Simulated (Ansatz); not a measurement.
A nudged elastic band was laid between two geometries of C2H6O2Si2 (12 atoms, charge 0, multiplicity 1).

These are results of RKS B3LYP/def2-SVP (Ansatz 0.2.0), not measurements.

```json
{
 "movable images": "5",
 "climbing image": "yes",
 "spring": "5.0 eV/Å²",
 "optimiser": "quadratic models (default)",
 "start path": "through a guess of the saddle point",
 "force threshold": "0.03 eV/Å",
 "iteration limit": "60",
 "end points": "relaxed"
}
```

Initial state:

```xyz
12
Properties=species:S:1:pos:R:3
O 1.957 0.265 -0.903
Si 0.424 0.119 -0.289
Si 0.612 -0.983 1.770
C -1.067 -0.114 -1.366
C -1.420 1.111 -0.908
O -0.431 1.652 -0.119
H 2.044 0.666 -1.778
H 1.029 -2.400 1.551
H -0.715 -0.970 2.450
H 1.620 -0.307 2.637
H -1.643 -0.803 -1.979
H -2.333 1.708 -1.032
```

Final state:

```xyz
12
Properties=species:S:1:pos:R:3
O 1.780 0.314 -1.273
Si 0.360 0.144 -0.435
Si 0.655 -0.924 1.641
C -1.192 -0.118 -1.391
C -1.538 1.097 -0.899
O -0.509 1.653 -0.174
H 2.605 0.389 -0.780
H 1.039 -2.353 1.438
H -0.611 -0.862 2.425
H 1.746 -0.257 2.416
H -1.788 -0.813 -1.977
H -2.470 1.675 -0.957
```

(1) Which bonds break or form, and what moves?

(2) Give the energies along the band, and the barrier.

(3) What is the geometry of the highest image?

(4) What are the harmonic wavenumbers there?

Results:

(1) No bond is made or broken. The dihedral H7–O1–Si2–C5 goes from -17 to 139°.

(2) The forces met the threshold. The highest image is number 4 of 0 to 6, 0.136 eV above the first end and 0.052 eV above the last; the last end lies 0.085 eV above the first. A vibrational analysis at the climbing image gives one clearly imaginary mode, 307i cm⁻¹: a first-order saddle point.

```tsv
image	path coordinate (Å)	energy (eV)	dihedral H7–O1–Si2–C5 (°)
0	0.00	0.000	-17
1	0.27	0.012	-3
2	0.53	0.053	18
3	0.80	0.110	46
4	1.06	0.136	75
5	1.47	0.106	112
6	1.87	0.085	139
```

(3) 
```xyz
12
Properties=species:S:1:pos:R:3
O 1.841 0.134 -1.203
Si 0.392 0.064 -0.398
Si 0.619 -0.979 1.697
C -1.180 -0.166 -1.340
C -1.448 1.094 -0.925
O -0.381 1.632 -0.231
H 2.388 0.925 -1.121
H 0.977 -2.417 1.512
H -0.667 -0.892 2.449
H 1.697 -0.320 2.494
H -1.821 -0.856 -1.882
H -2.341 1.727 -1.019
```

(4) 307i, 100, 110, 147, 195, 257, 364, 451, 514, 530, 622, 653, 712, 734, 859, 890, 923, 939, 947, 961, 1033, 1120, 1285, 1556, 2209, 2217, 2226, 3153, 3271, 3877 cm⁻¹.

Time of the run: 3.1 min on 2 threads of AMD EPYC 9R14 (Zen 4), on a shared host, peak memory 0.31 GiB.
